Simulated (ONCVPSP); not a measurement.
Transferability test, ONCV potential for germanium

Ge, optimised norm-conserving Vanderbilt (ONCV), made with ONCVPSP 4.0.1 (LDA (Perdew-Wang 92), scalar-relativistic). Core [Ar] 3d10, reference 4s1.5 4p2.5. Waves: 4s: rc 1.80 bohr, ncon 4, nbas 9, qcut 4.4 1/bohr, 2 projectors, debl 1.9 Ha; 4p: rc 2.10 bohr, ncon 4, nbas 9, qcut 4.3 1/bohr, 2 projectors, debl 0.9 Ha. Local part: polynomial inside 1.15 bohr (lpopt 5, dvloc0 0 Ha). Core correction: Teter function fitted to the true core (icmod 2), fcfact 0.35.

Energies are relative to the spin-unpolarised reference configuration 4s1.5 4p2.5; without spin polarisation the order of configurations can differ from experiment.

(1) Give the all-electron excitation energy and the error of the potential for: 4s2 4p2; 4s2 4p1; 4s2 4p0; 4s1 4p2.

Levels in the configuration 4s2 4p1:

```tsv
level	all-electron (eV)	pseudo (eV)
4s	-20.142	-20.147
4p	-11.469	-11.468
```

Note: no bound ghost flagged; GHOST(+) flagged for s at 46.5 eV, p at 123.3 eV.

Answers

(1)

```
valence configuration  charge  ΔE all-electron (eV)  error AE − PS (meV)
              4s2 4p2       0                -3.987                 -1.0
              4s2 4p1      +1                 3.644                 +1.2
              4s2 4p0      +2                19.353                  -11
              4s1 4p2      +1                12.422                  -10
```
